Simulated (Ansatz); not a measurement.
`BCC[SiH2]Cl` → `BC[SiH2]Cl` + `[CH2]` (triplet)  (formal loss of a carbene)

Computed with Ansatz on PBE0-D4/def2-TZVP structures; ΔE is electronic, products minus reactants. CCSD(T)/CBS is the MP2 limit (def2-TZVPP, def2-QZVPP) plus CCSD(T) − MP2 in def2-TZVPP, frozen cores. This one scheme is used for every species. Functionals use def2-TZVPP. Triplets are unrestricted, without spin–orbit coupling. Each species was taken in one conformer, which may not be the lowest.

```json
{"level": "r2SCANh-D4", "ΔE (kcal/mol)": "91.2"}
{"level": "CAM-B3LYP-D4", "ΔE (kcal/mol)": "97.1"}
{"level": "ωB97M-V", "ΔE (kcal/mol)": "98.2"}
{"level": "PBE-QIDH", "ΔE (kcal/mol)": "96.3"}
{"level": "CCSD/def2-TZVPP", "ΔE (kcal/mol)": "92.1"}
{"level": "HF/def2-QZVPP", "ΔE (kcal/mol)": "62.5"}
{"level": "MP2/def2-QZVPP", "ΔE (kcal/mol)": "99.2"}
{"level": "HF/CBS(def2)", "ΔE (kcal/mol)": "62.5"}
```

(1) What does CCSD(T)/CBS give? (Estimate.)

Largest T1 diagnostic among the species: 0.011.

## Answers

(1) The calculation gave: +97.6 kcal/mol. The listed levels differ from it by -6.4, -0.5, 0.6, -1.3, -5.5, -35.1, 1.6, -35.1 kcal/mol.

At CCSD(T), def2-SVP lies −3.5 kcal/mol from the extrapolated value and def2-TZVPP −2.9 kcal/mol. From PBE to PBE0 (25 % exact exchange), in def2-TZVPP and without D4, ΔE moves by −1.8 kcal/mol.
